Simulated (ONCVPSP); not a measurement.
# Cr (Z = 24): excitation energies, all-electron against ONCV

ONCVPSP 4.0.1 input, shortened (lines: element, Z, core and valence counts, functional; n l f; lmax; l rc ep ncon nbas qcut; lloc lpopt rc5 dvloc0; l nproj debl; icmod fcfact rcfact), LDA (Perdew-Zunger), scalar-relativistic:

```
  Cr 24.00    3    3        3      upf
    1    0    2.00
    2    0    2.00
    2    1    6.00
    3    0    2.00
    3    1    6.00
    3    2    4.00
    2
    0    1.30    0.00    4    7    7.50
    1    1.25    0.00    4    7   12.20
    2    2.00    0.00    3    7    9.30
    4    5    1.20    3.00
    0    2    2.20
    1    1    3.50
    2    2    1.10
    0    0.00    0.00
```

In the s channel the program set the typed energies aside and used -3.483, 0.250 Ha.

Energies are relative to the spin-unpolarised reference configuration 3s2 3p6 3d4; without spin polarisation the order of configurations can differ from experiment.

**Question.** Give the all-electron excitation energy and the error of the potential for: 3s2 3p6 3d5 4s1; 3s2 3p6 3d5; 3s2 3p6 3d3; 3s2 3p6 3d5 4p1.

**Answer.**

| valence configuration | charge | ΔE all-electron (eV) | error AE − PS (meV) |
| --- | --- | --- | --- |
| 3s2 3p6 3d5 4s1 | 0 | -23.484 | +12 |
| 3s2 3p6 3d5 | +1 | -16.343 | +33 |
| 3s2 3p6 3d3 | +3 | 31.026 | +138 |
| 3s2 3p6 3d5 4p1 | 0 | -20.280 | +17 |
